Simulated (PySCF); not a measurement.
Fractional electron number in Co²⁺ (cobalt, charge +2)

The 3d beta orbital of [Ar] 3d7 is emptied in steps (occupation f), with all orbitals relaxed, ending at [Ar] 3d6. Computed with PySCF 2.14 in jorge-DZP-DKH (8s6p2d1f, 43 functions), with the spin-free X2C one-electron Hamiltonian (Gaussian nucleus). The exact energy is a straight line in f; departures are measured from the line between the end points of the same method.

```json
{"f": "1", "UHF (eV)": "0.000", "LDA (eV)": "0.000", "PBE (eV)": "0.000"}
{"f": "0.8", "UHF (eV)": "0.480", "LDA (eV)": "-1.401", "PBE (eV)": "-1.363"}
{"f": "0.6", "UHF (eV)": "0.695", "LDA (eV)": "-2.116", "PBE (eV)": "-2.054"}
{"f": "0.4", "UHF (eV)": "0.672", "LDA (eV)": "-2.130", "PBE (eV)": "-2.063"}
{"f": "0.2", "UHF (eV)": "0.434", "LDA (eV)": "-1.429", "PBE (eV)": "-1.380"}
{"f": "0", "UHF (eV)": "0.000", "LDA (eV)": "0.000", "PBE (eV)": "0.000"}
```

```tsv
method	E(f=0) − E(f=1) (eV)	−ε at f=1 (eV)	−ε at f=0.4 (eV)
UHF	31.461	34.568	30.788
LDA	34.697	25.997	36.401
PBE	34.382	25.901	36.060
```

Orbital energy along the path (eV):

```csv
f,UHF,LDA,PBE
1,-34.568,-25.997,-25.901
0.8,-33.177,-29.397,-29.239
0.6,-31.922,-32.864,-32.626
0.4,-30.788,-36.401,-36.060
0.2,-29.764,-40.009,-39.534
0,-28.837,-43.687,-43.032
```

Reference removal energy between the ground levels: 33.5 ± 0.06 eV (semi-empirical (NIST evaluation); NIST Atomic Spectra Database, ionization energies). The calculation has no spin-orbit coupling. The determinant left behind need not be the lowest term of the ion. UHF lacks correlation.
